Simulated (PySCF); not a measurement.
One molecule, one basis, several functionals.

C2H6FNSi.
Z-matrix (Å and degrees, PBE0-D3(BJ)/def2-SVP geometry), rows numbered from 1:
```
C 
C   1  1.3322
F   2  1.3469  1  120.20
Si  2  1.8881  1  125.21  3   179.90
N   4  1.7269  2  108.58  1   -10.74
H   1  1.0913  2  118.65  3   179.33
H   1  1.0937  2  121.81  3    -0.30
H   4  1.4976  2  106.36  1  -136.01
H   4  1.4928  2  110.61  1   106.45
H   5  1.0130  4  121.57  2   -72.85
H   5  1.0124  4  119.91  2   138.90
```

PySCF, pcSseg-2 basis, density fitting, gas phase, PBE0-D3(BJ)/def2-SVP geometry. One functional is left out:

| functional | exact exchange (%) | HOMO energy (eV) | LUMO energy (eV) | dipole moment (D) |
| --- | --- | --- | --- | --- |
| B97-D | 0 | -6.25 | -1.17 | 2.477 |
| BLYP | 0 | -6.15 | -1.16 | 2.490 |
| BP86 | 0 | -6.37 | -1.35 | 2.473 |
| LDA | 0 | -6.41 | -1.49 | 2.541 |
| OPBE | 0 | -6.20 | -1.15 | 2.441 |
| PBE | 0 | -6.26 | -1.28 | 2.470 |
| B3LYP | 20 | -7.32 | -0.58 | 2.579 |
| PBE0 | 25 | -7.54 | -0.35 | 2.573 |
| mPW1PW91 | 25 | -7.56 | -0.35 | 2.579 |
| BHandHLYP | 50 | -8.60 | 0.55 | 2.682 |

Problem. Predict the row of B97-2 (21 % exact exchange) by straight lines through the other rows, and check it.

Solution. 
```csv
property,line,computed,computed − line,"B3LYP (20 %), for comparison"
HOMO energy (eV),-7.30,-7.27,+0.03,-7.32
LUMO energy (eV),-0.51,-0.37,+0.14,-0.58
dipole moment (D),2.566,2.555,-0.011,2.579
```

Problem. Which of these properties follows the share of exact exchange most closely, and which least?

Solution. Most closely the HOMO energy, least the dipole moment; the correlations over the tabulated rows are HOMO energy -0.994, LUMO energy 0.987, dipole moment 0.938. The HOMO energy moves by -0.480 eV for every 10 %. Functionals with the same share still differ in their other parts: at 0 % BLYP and LDA differ by 0.26 eV in it.
